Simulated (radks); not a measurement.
Results of a calculation; reference values are marked as such.
Q: A nucleus of charge 46.6 with 45 electrons, configuration [Kr] 4d9. Level of theory: Dirac Kohn-Sham, PBE, spin-unpolarised, spherical densities, point nucleus; open shells fill j = l - 1/2 first (a radial shooting solver on a logarithmic mesh with Libxc functionals). Some entries of the table are withheld. Estimate them.

orbital  occ.  eigenvalue (hartree)  <1/r> (bohr^-1)  <r> (bohr)
1s1/2       2             -913.7566            48.96     0.03140
2s1/2       2             -134.6136            11.27      0.1359
2p1/2       2             -125.0463            11.25      0.1153
2p3/2       4             -118.8425            10.58      0.1203
3s1/2       2                   (1)            3.935      0.3725
3p1/2       2             -21.26033            3.840      0.3644
3p3/2       4             -20.17082            3.678      0.3753
3d3/2       4             -13.45721            3.512      0.3484
3d5/2       6             -13.23867            3.470      0.3519
4s1/2       2              -3.99699              (2)      0.9240
4p1/2       2              -2.81099              (3)      0.9922
4p3/2       4              -2.63280              (4)       1.023
4d3/2       4              -0.85087              (5)       1.354
4d5/2       5              -0.83031              (6)       1.372

A: 
(1) 3s1/2 eigenvalue (hartree): -25.05362
(2) 4s1/2 <1/r> (bohr^-1): 1.499
(3) 4p1/2 <1/r> (bohr^-1): 1.377
(4) 4p3/2 <1/r> (bohr^-1): 1.325
(5) 4d3/2 <1/r> (bohr^-1): 0.9949
(6) 4d5/2 <1/r> (bohr^-1): 0.9809
